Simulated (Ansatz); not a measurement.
A run on AlFGeH4S with other settings.

```yaml
crystal:
  periodic: [false, false, false]
  atoms:
    - {symbol: F, position_ang: [-2.316181, 0.487024, -0.412298]}
    - {symbol: Ge, position_ang: [-0.672451, 0.447222, -1.016534]}
    - {symbol: Al, position_ang: [1.205302, 0.505434, 0.615342]}
    - {symbol: S, position_ang: [0.132832, -1.577769, 0.180541]}
    - {symbol: H, position_ang: [-0.870854, -0.144038, -2.436854]}
    - {symbol: H, position_ang: [2.595280, 0.520714, -0.134570]}
    - {symbol: H, position_ang: [0.834363, 1.087951, 2.033633]}
    - {symbol: H, position_ang: [-0.816089, -1.383738, 1.114840]}
basis:
  gaussian: {orbitals: x2c-TZVPPall}
total_charge: -1
magnetization: {spin_polarized: true, initial_magnetization: 1}
hamiltonian: {xc: {name: CAM-B3LYP}}
output: {forces: true}
```

```sh
$ ansatz run in.yaml --threads 4 --pin off --events-out ev --progress --plain --max-ram 10444MiB
```

Shortened log:

```
Functional definition: CAM-B3LYP
1399 factors; their error is unknown
307 factors; integrals over basis functions are off by at most 1.5e-5 eV
mean field evaluation 1: about -77374.5948 eV, gradient 1.9e1 eV
mean field evaluation 2: about -77375.3218 eV, gradient 1.9e1 eV
mean field evaluation 4: about -77376.1469 eV, gradient 8.7e-1 eV
mean field evaluation 8: about -77376.2162 eV, gradient 4.5e-1 eV
mean field evaluation 16: about -77376.5784 eV, gradient 3.4e-5 eV
mean field -77376.57838404 eV, -2843.5368078849 hartree, gradient 2.0e-5 eV, S^2 0.754756; 6 other end points of the search recorded, 0 dependent functions left out
reference -77376.57851994 eV, -2843.5368128790 hartree; 38, 37 occupied and 181, 182 virtual orbitals, 1399 factors
Total energy: -77376.57851994 eV, -2843.5368128790 hartree
Relativity: scalar
Atom 0 at    -2.316181     0.487024    -0.412298 Å, force    -1.229923    -0.781369     0.905076 eV/Å
Atom 1 at    -0.672451     0.447222    -1.016534 Å, force     0.942878     4.176572    -2.077960 eV/Å
Atom 2 at     1.205302     0.505434     0.615342 Å, force    -0.989168    -0.378942    -0.980306 eV/Å
Atom 3 at     0.132832    -1.577769     0.180541 Å, force     0.348966    -2.515370     1.695227 eV/Å
Atom 4 at    -0.870854    -0.144038    -2.436854 Å, force     0.231074    -0.574569     0.181542 eV/Å
Atom 5 at     2.595280     0.520714    -0.134570 Å, force     0.278405     0.067801     0.257541 eV/Å
Atom 6 at     0.834363     1.087951     2.033633 Å, force     0.267886     0.052073     0.166476 eV/Å
Atom 7 at    -0.816089    -1.383738     1.114840 Å, force     0.149881    -0.046195    -0.147596 eV/Å
Dipole moment:     0.110579    -0.287970     0.155545 e Å
```

Hardware: 4 threads of an Arm Neoverse V2 on a shared host. Wall time 21 s, peak host memory 1.4 GiB.
